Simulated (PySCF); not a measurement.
How methods differ on the ionisation energy of Xe⁺

Xe⁺ [Kr] 4d10 5s2 5p5 (2P) → Xe²⁺ [Kr] 4d10 5s2 5p4 (3P), as a difference of total energies. All numbers are calculated (PySCF 2.14, a scalar-relativistic core potential, in aug-cc-pVTZ-PP with ECP28MDF). Correlated levels: valence: 4s2 4p6 4d10 frozen. The calculations carry no spin-orbit coupling.

```csv
method,ionisation energy (eV)
UHF,20.076
LDA,21.365
PBE,21.054
PBE0,21.104
r2SCAN,21.119
r2SCAN0,21.138
wB97M-V,21.042
CAM-B3LYP,21.221
B2PLYP,21.021
MP2 (valence),20.811
SCS-MP2 (valence),20.812
```

Task: How much does correlation contribute at MP2 (valence)?

Result: 20.811 − (20.076) = 0.735 eV, measured against UHF.

The reference lies between the lowest fine-structure levels, while these numbers refer to the centres of the terms.

Errors of the correlated levels include the incompleteness of this basis and the frozen core.

For comparison: 20.975 eV (semi-empirical (NIST evaluation); NIST Atomic Spectra Database, ionization energies).
